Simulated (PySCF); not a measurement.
SCF from a fresh guess for singlet K3N, at the PBE0 minimum. PySCF input:

```python
from pyscf import gto, scf, dft
mol = gto.M(atom='''
N      0.000000    -0.000000    -0.000000
K     -0.004650    -0.000000     2.422060
K      2.099890    -0.000000    -1.207010
K     -2.095240     0.000000    -1.215050''',
    basis={'N': 'def2-TZVP', 'K': 'def2-TZVP'},
    charge=0, spin=0)
mf = dft.RKS(mol, xc='PBE')
mf.grids.atom_grid = (50, 194)
aux = {'N': 'def2-universal-JKFIT', 'K': 'def2-universal-JKFIT'}
mf = mf.density_fit(auxbasis=aux)
mf.conv_tol = 1e-08
mf.diis_space = 10
mf.max_cycle = 60
mf.init_guess = 'minao'
mf.verbose = 4
mf.kernel()
```

Excerpt of the output (cycles and frontier levels):

```
init E= -1853.60146374917
  HOMO = -0.302018884771866  LUMO = -0.104747750799104  gap/eV = 5.36802
cycle= 1 E= -1852.91144296825  delta_E= 0.69  |g|= 1.59  |ddm|= 1.86
cycle= 2 E= -1843.3714400891  delta_E= 9.54  |g|= 2.34  |ddm|= 11.4
  HOMO = -0.527875786879345  LUMO = -0.170768034011157  gap/eV = 9.71740
cycle= 3 E= -1852.11784987808  delta_E= -8.75  |g|= 2.45  |ddm|= 11.4
  HOMO = -0.053865609808355  LUMO = -0.0434720792465244  gap/eV = 0.28282
cycle= 4 E= -1852.21198971765  delta_E= -0.0941  |g|= 1.78  |ddm|=  3.3
  HOMO = -0.110539886162375  LUMO = -0.0550953132923618  gap/eV = 1.50872
cycle= 5 E= -1853.51014139575  delta_E= -1.3  |g|= 0.878  |ddm|= 2.47
  HOMO = -0.223440391362645  LUMO = -0.0673386742217695  gap/eV = 4.24774
cycle= 6 E= -1852.8440915136  delta_E= 0.666  |g|=  1.8  |ddm|= 0.906
  HOMO = -0.271702742602278  LUMO = -0.0736135464645949  gap/eV = 5.39028
cycle= 7 E= -1852.6325288665  delta_E= 0.212  |g|= 2.03  |ddm|= 0.189
... 19 lines left out ...
cycle= 17 E= -1853.73989480539  delta_E= -1.78e-05  |g|= 0.000385  |ddm|= 0.00951
  HOMO = -0.0611120826150039  LUMO = -0.0539617450281319  gap/eV = 0.19457
cycle= 18 E= -1853.73989481831  delta_E= -1.29e-08  |g|= 0.000406  |ddm|= 0.00134
  HOMO = -0.0611240524075664  LUMO = -0.0539669935666758  gap/eV = 0.19475
cycle= 19 E= -1853.73989486863  delta_E= -5.03e-08  |g|= 6.48e-05  |ddm|= 0.000463
  HOMO = -0.0611263363273795  LUMO = -0.0539679672427713  gap/eV = 0.19479
cycle= 20 E= -1853.73989487001  delta_E= -1.38e-09  |g|= 1.37e-05  |ddm|= 0.00016
  HOMO = -0.0611257748940836  LUMO = -0.0539680199499823  gap/eV = 0.19477
Extra cycle  E= -1853.7398948693  delta_E= 7.08e-10  |g|= 3.51e-05  |ddm|= 0.00019
converged SCF energy = -1853.7398948693
```

No lower solution of this spin was found by a stability analysis within the restricted form, which does not test spin polarisation.

The search for the lowest solution, with the stability check, took 4.8 s on 4 threads of a shared Arm Neoverse V2 host, with 130 basis functions; the process peaked at 0.35 GiB. Launch command: `OMP_NUM_THREADS=4 python axn.py task.json out`.
